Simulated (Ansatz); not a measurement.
## Dissociation curves of SnS (SMILES [S][Sn])

SnS: 2 atoms, total charge 0, spin state singlet. SMILES: `[S][Sn]`. Geometry: the measured bond length.

```xyz
2

S     0.0000    0.0000    0.0000
Sn    0.0000    0.0000    2.2090
```

The S1–Sn2 distance is scanned; the parts on either side stay rigid. Basis STO-3G, 23 core orbitals frozen in the correlated methods; program Ansatz 0.2.0. FCI is exact within this basis and core. Energies in eV from each method's value at 2.209 Å; methods without a U are spin-restricted. The shape above is that at 2.209 Å.

```
distance (Å)  r2SCAN  BHLYP  wB97X   MP2   FCI
       2.209    0.00   0.00   0.00  0.00  0.00
       3.314    6.16   7.05   7.37  8.03  4.68
       4.418    9.03   9.10   9.30  9.43  5.55
       5.523    9.45   9.32   9.46  9.51  5.58
```

Departure from the FCI curve at its largest: r2SCAN +3.88 eV at 5.52 Å; BHLYP +3.74 eV at 5.52 Å; wB97X +3.89 eV at 5.52 Å; MP2 +3.93 eV at 5.52 Å. Restricted functionals keep the electrons paired too, and rise too high.
